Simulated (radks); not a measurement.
Species: the thallium ion Tl6+. Configuration: [Xe] 4f14 5d7.

All-electron calculation, scalar-relativistic Kohn-Sham, PBE, spin-polarised, spherical densities, finite nucleus; open shells are filled with parallel spins first (spin-orbit coupling, left out, can overturn this in heavy ions); Fermi nuclear charge, rms radius 5.4759 fm. Program: a radial shooting solver on a logarithmic mesh with Libxc functionals.

Energy parts (Ry):
part                        energy
total                  -40462.4935
kinetic                 45546.9801
electron-nucleus      -100424.5327
Hartree                 15165.9673
exchange-correlation     -750.9081

Orbitals (lengths in bohr, moments of r in powers of bohr; r(max) is where P^2 peaks; r(90%) holds 90 % of the orbital's charge):
| orbital | occ. | eigenvalue (Ry) | <r> | <1/r> | r(90%) | r(max) |
|---|---|---|---|---|---|---|
| 1s down | 1 | -6296.311 | 0.01632 | 99.38 | 0.0299 | 0.01004 |
| 1s up | 1 | -6296.310 | 0.01632 | 99.38 | 0.0299 | 0.01004 |
| 2s up | 1 | -1126.286 | 0.06876 | 23.33 | 0.107 | 0.05815 |
| 2s down | 1 | -1126.262 | 0.06876 | 23.33 | 0.107 | 0.05815 |
| 2p up | 3 | -969.9531 | 0.06235 | 20.59 | 0.102 | 0.04833 |
| 2p down | 3 | -969.9330 | 0.06235 | 20.59 | 0.102 | 0.04832 |
| 3s up | 1 | -273.5617 | 0.1776 | 8.650 | 0.260 | 0.1639 |
| 3s down | 1 | -273.5521 | 0.1776 | 8.650 | 0.260 | 0.1639 |
| 3p up | 3 | -228.5401 | 0.1793 | 7.850 | 0.268 | 0.1638 |
| 3p down | 3 | -228.5294 | 0.1793 | 7.850 | 0.268 | 0.1638 |
| 3d up | 5 | -181.8041 | 0.1624 | 7.374 | 0.252 | 0.1334 |
| 3d down | 5 | -181.7860 | 0.1624 | 7.374 | 0.252 | 0.1334 |
| 4s up | 1 | -65.85697 | 0.3916 | 3.720 | 0.561 | 0.3689 |
| 4s down | 1 | -65.83349 | 0.3916 | 3.720 | 0.561 | 0.3689 |
| 4p up | 3 | -51.08795 | 0.4175 | 3.350 | 0.605 | 0.3889 |
| 4p down | 3 | -51.06612 | 0.4175 | 3.350 | 0.605 | 0.3889 |
| 4d up | 5 | -33.74968 | 0.4396 | 3.009 | 0.655 | 0.3953 |
| 4d down | 5 | -33.72422 | 0.4394 | 3.010 | 0.654 | 0.3954 |
| 5s up | 1 | -15.72815 | 0.8699 | 1.562 | 1.24 | 0.8066 |
| 5s down | 1 | -15.57776 | 0.8670 | 1.570 | 1.23 | 0.8043 |
| 4f up | 7 | -14.56070 | 0.4667 | 2.608 | 0.743 | 0.3578 |
| 4f down | 7 | -14.52695 | 0.4657 | 2.611 | 0.741 | 0.3578 |
| 5p up | 3 | -11.62434 | 0.9854 | 1.349 | 1.41 | 0.8993 |
| 5p down | 3 | -11.44424 | 0.9827 | 1.355 | 1.41 | 0.8962 |
| 5d up | 5 | -6.87339 | 1.225 | 1.058 | 1.80 | 1.074 |
| 5d down | 2 | -6.67716 | 1.229 | 1.058 | 1.81 | 1.071 |

The highest occupied level is 5d down at -90.847 eV. Summed over all electrons, <r^2> = 28.23 bohr^2, which gives a Langevin (diamagnetic) susceptibility term of -22.4 x 10^-6 cm^3/mol. Spin moment in Bohr magnetons: 3. The spin density at the nucleus is -24.00 e/bohr^3 (1s -0.34, 2s -3.53, 3s 0.09, 4s 3.93, 5s -24.15). For comparison, the ionisation energy in NIST's Atomic Spectra Database is 98 eV (theoretical). In exact Kohn-Sham theory the highest level is minus the ionisation energy, but local and semilocal functionals leave it too shallow, through self-interaction and a potential that decays too fast; potentials with the right tail come closer. The density falls to 0.001 e/bohr^3 at r = 2.77 bohr. The electron density at the nucleus is 2.719e+06 e/bohr^3 (large components only).
